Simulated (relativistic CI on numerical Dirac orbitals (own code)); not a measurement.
What each ingredient does to the levels of Mn24+

Base calculation: Dirac-Coulomb-Breit CI, orbitals from a KLI potential per configuration, model QED (radiative potential, 1s self-energy scaled to tabulated hydrogen-like ionisation energies).

Configurations in the expansion: 1s, 2s, 2p, 3s, 3p, 3d, 4s, 4p, 4d, 4f, 5s, 5p, 5d, 5f, 5g, 6s, 6p, 6d. Levels of other configurations are missing.

Variants: (1) QED terms removed; (2) non-relativistic limit. Shifts of the energy above 1s ²S1/2, in eV, for the lowest level and the first level of each name with at least 55 % of one term (blank where a level changes its place among those of its configuration and J or its character, or is not in the variant):

```tsv
Level	Base	Δ(1)	Δ(2)
1s ²S1/2	0.00	0.00	0.00
2p ²P°1/2	6423.58	+3.43	-46.01
2s ²S1/2	6424.08	+2.94	-46.51
2p ²P°3/2	6441.68	+3.39	-64.11
3p ²P°1/2	7619.14	+3.43	-60.53
3s ²S1/2	7619.29	+3.28	-60.68
3d ²D3/2	7624.50	+3.43	-65.89
3p ²P°3/2	7624.51	+3.42	-65.90
3d ²D5/2	7626.26	+3.42	-67.65
4p ²P°1/2	8036.85	+3.43	-64.88
4s ²S1/2	8036.91	+3.36	-64.94
4d ²D3/2	8039.10	+3.43	-67.13
4p ²P°3/2	8039.11	+3.42	-67.14
4f ²F°5/2	8039.85	+3.43	-67.88
4d ²D5/2	8039.85	+3.42	-67.88
4f ²F°7/2	8040.22	+3.42	-68.25
5p ²P°1/2	8229.87	+3.43	-66.57
5s ²S1/2	8229.90	+3.39	-66.60
5d ²D3/2	8231.03	+3.42	-67.73
5p ²P°3/2	8231.03	+3.42	-67.73
5f ²F°5/2	8231.41	+3.42	-68.11
5d ²D5/2	8231.41	+3.42	-68.11
```
